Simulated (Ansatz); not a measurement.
Input file for Ansatz (a quantum-chemistry and plane-wave program): U-CAM-B3LYP/def2-TZVPP on NiF+, 2S+1 = 3, a spin state set in the input, which need not be the lowest, a point of a bond scan (R = 1.683 Å). Charge +1.

Ansatz 0.2 input:
```yaml
crystal:
  periodic: [false, false, false]
  atoms:
    - {symbol: Ni, position_ang: [0.00000000, 0.00000000, 0.00000000]}
    - {symbol: F, position_ang: [0.00000000, 0.00000000, 1.68339200]}
basis:
  gaussian:
    orbitals: def2-TZVPP
    pivot_positions_ang: [[0.00000000, 0.00000000, 0.00000000], [0.00000000, 0.00000000, 1.68339200]]
hamiltonian:
  xc: {name: CAM-B3LYP}
total_charge: 1
magnetization: {spin_polarized: true, initial_magnetization: 2}
output: {forces: true, orbitals: {seedname: ./end}}
```

The head of its log:

```
WARN ansatz: RAYON_NUM_THREADS=1 ignored (pool sized by the plan → 1); use --threads N
Functional definition: CAM-B3LYP
integrals: 0.03 GiB planned
686 factors; their error is unknown
integrals: 0.06 GiB planned
100 factors; integrals over basis functions are off by at most 2.7e-5 eV
mean field: 0.41 GiB planned
mean field evaluation 1: about -43739.0184 eV, gradient 9.5e1 eV
mean field evaluation 2: about -43611.7872 eV, gradient 2.7e2 eV
```

What total energy does the run end on?

-1607.9334 hartree.
